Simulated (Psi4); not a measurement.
CdI (SMILES [Cd+][I]), charge +1, singlet, geometry from GFN2-xTB (such geometries of metal compounds can be far from the true shape) (core potentials on Cd, I); PBE/def2-SVP, TDA (Psi4 1.11).

Psi4 was given this input:
```
memory 2 GB

molecule {
1 1
  Cd   -0.00000000   -0.00000000   -1.34136031
  I     0.00000000    0.00000000    1.21481689
symmetry c1
}

set basis def2-svp
set puream true
set save_jk true
set tdscf_states [5]
set tdscf_tda true
set d_convergence 1e-8

energy('td-pbe')
print_variables()
```

Problem. What does Psi4 print? Leave out banner, timings and long lists.

Solution. 
```
   => Loading Basis Set <=

    Name: DEF2-SVP
    Role: ORBITAL
    Keyword: BASIS

    !!!  WARNING: ECP capability is in beta. Please check occupations closely.  !!!

         ---------------------------------------------------------
                                   SCF
               by Justin Turney, Rob Parrish, Andy Simmonett
                          and Daniel G. A. Smith
                              RKS Reference
         ---------------------------------------------------------

  ==> Geometry <==

    Molecular point group: c1
    Full point group: C_inf_v

    Geometry (in Angstrom), charge = 1, multiplicity = 1:

       Center              X                  Y                   Z               Mass
    ------------   -----------------  -----------------  -----------------  -----------------
         CD           0.000000000000     0.000000000000    -1.347092028663   113.903365090000
         I            0.000000000000     0.000000000000     1.209085171337   126.904471900000

  Running in c1 symmetry.

  Rotational constants: A = ************  B =      0.04298  C =      0.04298 [cm^-1]
  Rotational constants: A = ************  B =   1288.52373  C =   1288.52373 [MHz]
  Nuclear repulsion =  103.509492743695546

  Charge       = 1
  Multiplicity = 1
  Electrons    = 44
  Nalpha       = 22
  Nbeta        = 22

  ==> Algorithm <==

  SCF Algorithm Type is DF.
  DIIS enabled.
  MOM disabled.
  Fractional occupation disabled.
  Guess Type is SAD.
  Energy threshold   = 1.00e-06
  Density threshold  = 1.00e-08
  Integral threshold = 1.00e-12

  ==> Primary Basis <==

  Basis Set: DEF2-SVP
    Blend: DEF2-SVP
    Number of shells: 21
    Number of basis functions: 57
    Number of Cartesian functions: 64
    Spherical Harmonics?: true
    Max angular momentum: 3

  Core potential: DEF2-SVP
    Number of shells: 8
    Number of ECP primitives: 43
    Number of ECP core electrons: 56
    Max angular momentum: 3

  ==> DFT Potential <==

   => LibXC <=

    Version 7.1.2
    S. Lehtola, C. Steigemann, M. J. T. Oliveira, and M. A. L. Marques,  SoftwareX 7, 1–5 (2018) (10.1016/j.softx.2017.11.002)

   => Composite Functional: PBE <=

    PBE GGA Exchange-Correlation Functional

    J.P. Perdew et. al., Phys. Rev. Lett., 77(18), 3865-3868, 1996

    Deriv               =              1
    GGA                 =           TRUE
    Meta                =          FALSE

    Exchange Hybrid     =          FALSE
    MP2 Hybrid          =          FALSE

   => Exchange Functionals <=

    1.0000     XC_GGA_X_PBE

   => Correlation Functionals <=

    1.0000     XC_GGA_C_PBE

   => LibXC Density Thresholds  <==

    XC_GGA_C_PBE:  1.00E-12
    XC_GGA_X_PBE:  1.00E-15

   => Molecular Quadrature <=

    Radial Scheme          =       TREUTLER
    Pruning Scheme         =           NONE
    Nuclear Scheme         =       TREUTLER

    Blocking Scheme        =         OCTREE
    BS radius alpha        =              1
    Pruning alpha          =              1
    Radial Points          =             75
    Spherical Points       =            302
    Total Points           =          41586
    Total Blocks           =            407
    Max Points             =            254
    Max Functions          =             57
    Weights Tolerance      =       1.00E-15

   => Loading Basis Set <=

    Name: (DEF2-SVP AUX)
    Role: JKFIT
    Keyword: DF_BASIS_SCF

  ==> Integral Setup <==

  SCF_SUBTYPE=INCORE selected. In-core MEM_DF algorithm will be used.
  Using in-core AOs.

  ==> MemDFJK: Density-Fitted J/K Matrices <==

    J tasked:                   Yes
    K tasked:                    No
    wK tasked:                   No
    Algorithm:                 Core
    Schwarz Cutoff:           1E-12
    Mask sparsity (%):       0.2462
    Fitting Condition:        1E-10

   => Auxiliary Basis Set <=

  Basis Set: (DEF2-SVP AUX)
    Blend: DEF2-UNIVERSAL-JKFIT
    Number of shells: 95
    Number of basis functions: 473
    Number of Cartesian functions: 693
    Spherical Harmonics?: true
    Max angular momentum: 6

  Minimum eigenvalue in the overlap matrix is 2.3736928356E-02.
  Reciprocal condition number of the overlap matrix is 6.6558177513E-03.
    Using symmetric orthogonalization.

  ==> Pre-Iterations <==

  SCF Guess: Superposition of Atomic Densities via on-the-fly atomic UHF (no occupation information).

   -------------------------
    Irrep   Nso     Nmo
   -------------------------
     A         57      57
   -------------------------
    Total      57      57
   -------------------------

  ==> Iterations <==

                           Total Energy        Delta E     RMS |[F,P]|

   @DF-RKS iter SAD:  -462.24377314094079   -4.62244e+02   0.00000e+00
   @DF-RKS iter   1:  -464.82375543394505   -2.57998e+00   1.10128e-02 DIIS/ADIIS
   @DF-RKS iter   2:  -460.65647941925363    4.16728e+00   3.40468e-02 DIIS/ADIIS
   @DF-RKS iter   3:  -465.10915970559472   -4.45268e+00   4.63958e-03 DIIS/ADIIS
   @DF-RKS iter   4:  -465.13893533505353   -2.97756e-02   1.60754e-03 DIIS/ADIIS
   @DF-RKS iter   5:  -465.14570359197086   -6.76826e-03   3.49947e-04 DIIS/ADIIS
   @DF-RKS iter   6:  -465.14597477211043   -2.71180e-04   1.09657e-04 DIIS/ADIIS
   @DF-RKS iter   7:  -465.14601236167829   -3.75896e-05   3.12525e-05 DIIS
   @DF-RKS iter   8:  -465.14601452539745   -2.16372e-06   1.11714e-05 DIIS
   @DF-RKS iter   9:  -465.14601494019337   -4.14796e-07   1.11507e-06 DIIS
   @DF-RKS iter  10:  -465.14601494362216   -3.42880e-09   2.40494e-07 DIIS
   @DF-RKS iter  11:  -465.14601494381282   -1.90653e-10   1.44937e-08 DIIS
   @DF-RKS iter  12:  -465.14601494381373   -9.09495e-13   1.93999e-09 DIIS
  Energy and wave function converged.

  ==> Post-Iterations <==

   Electrons on quadrature grid:
      Ntotal   =   43.9999997694 ; deviation = -2.306e-07

    Orbital Energies [Eh]
    ---------------------

    Doubly Occupied:

[...]
      22A     -0.436659

    Virtual:

[...]
[...]
  @DF-RKS Final Energy:  -465.14601494381373
    Total Energy =                       -465.1460149438137250
[...]

 ------------------------------------------------------------------------------------
     Multipole            Electronic (a.u.)      Nuclear  (a.u.)        Total (a.u.)
 ------------------------------------------------------------------------------------

 L = 1.  Multiply by 2.5417464519 to convert [e a0] to [Debye]
 Dipole X            :          0.0000000            0.0000000            0.0000000
 Dipole Y            :          0.0000000            0.0000000            0.0000000
 Dipole Z            :         -8.3374213            6.2082959           -2.1291253
 Magnitude           :                                                    2.1291253

 ------------------------------------------------------------------------------------

******************************************************************************************
**********                               WARNING                                **********
**********       The names of excited state variables changed between 1.5       **********
**********     and 1.6. For a quick solution, remove the symmetry specifier     **********
**********   from the variable name. For full details, see 'Notes on Psivars'   **********
**********                        in the documentation.                         **********
******************************************************************************************

         ---------------------------------------------------------
                         TDSCF excitation energies
                 by Andrew M. James and Daniel G. A. Smith
         ---------------------------------------------------------

  ==> Options <==

     Residual threshold  : 1.0000e-06
     Initial guess       : denominators
     Reference           : RHF
     Solver type         : TDA (Davidson)

  ==> Requested Excitations <==

      5 singlet states with A symmetry

  ==> Seeking the lowest 5 singlet states with A symmetry

                         Generalized Davidson Solver
                               By Ruhee Dcunha

  ==> Options <==

    Max number of iterations        = 60
    Eigenvector tolerance           = 1.0000e-06
    Max number of expansion vectors = 1500

  => Iterations <=
                           Max[D[value]]     Max[|R|]   # vectors
  DavidsonSolver iter   1:   1.91798e-01  7.01371e-02     20
  DavidsonSolver iter   2:   2.77682e-03  1.00372e-02     24
  DavidsonSolver iter   3:   1.16973e-04  1.89461e-03     28
  DavidsonSolver iter   4:   1.82803e-06  1.86869e-04     32
  DavidsonSolver iter   5:   1.79043e-08  2.02693e-05     35
  DavidsonSolver iter   6:   1.09419e-10  1.12299e-06     36
  DavidsonSolver iter   7:   4.26881e-13  8.98624e-07     37      Converged

******************************************************************************************
**********                               WARNING                                **********
**********  Length-gauge rotatory strengths are **NOT** gauge-origin invariant  **********
******************************************************************************************

                                    Excitation Energy         Total Energy        Oscillator Strength             Rotatory Strength
     #   Sym: GS->ES (Trans)        au              eV              au          au (length)    au (velocity)    au (length)    au (velocity)
    ---- -------------------- --------------- --------------- --------------- --------------- --------------- --------------- ---------------
     1        A->A (1 A)       0.04174         1.13591        -465.10427       0.0016          0.0002         -0.0000          0.0000
     2        A->A (1 A)       0.04174         1.13591        -465.10427       0.0016          0.0002          0.0000         -0.0000
     3        A->A (1 A)       0.16979         4.62012        -464.97623       0.1211          0.0026         -0.0000          0.0000
     4        A->A (1 A)       0.18963         5.16000        -464.95639       0.0000          0.0000         -0.0000         -0.0000
     5        A->A (1 A)       0.19163         5.21446        -464.95439       0.0000          0.0000          0.0000         -0.0000

Contributing excitations
Only contributions with abs(coeff) > 1.00e-01 will be printed:

Excited State    1 (1 A):   0.04174 au   1091.50 nm f = 0.0016
  Sums of squares: Xssq =  1.000000e+00
     22a  ->  23a     0.999451 (99.890%)

Excited State    2 (1 A):   0.04174 au   1091.50 nm f = 0.0016
  Sums of squares: Xssq =  1.000000e+00
     21a  ->  23a    -0.999451 (99.890%)

Excited State    3 (1 A):   0.16979 au   268.36 nm f = 0.1211
  Sums of squares: Xssq =  1.000000e+00
     20a  ->  23a     0.746999 (55.801%)
     21a  ->  25a    -0.465323 (21.653%)
     22a  ->  24a    -0.465323 (21.653%)

Excited State    4 (1 A):   0.18963 au   240.28 nm f = 0.0000
  Sums of squares: Xssq =  1.000000e+00
     21a  ->  24a     0.705593 (49.786%)
     22a  ->  25a    -0.705593 (49.786%)

Excited State    5 (1 A):   0.19163 au   237.77 nm f = 0.0000
  Sums of squares: Xssq =  1.000000e+00
     21a  ->  24a    -0.700588 (49.082%)
     22a  ->  25a    -0.700588 (49.082%)

******************************************************************************************
**********                               WARNING                                **********
**********       The names of excited state variables changed between 1.5       **********
**********     and 1.6. For a quick solution, remove the symmetry specifier     **********
**********   from the variable name. For full details, see 'Notes on Psivars'   **********
**********                        in the documentation.                         **********
******************************************************************************************

  Variable Map:
  ----------------------------------------------------------------------------
[...]
  Array Variable Map:
  ----------------------------------------------------------------------------
[...]
[...]
```
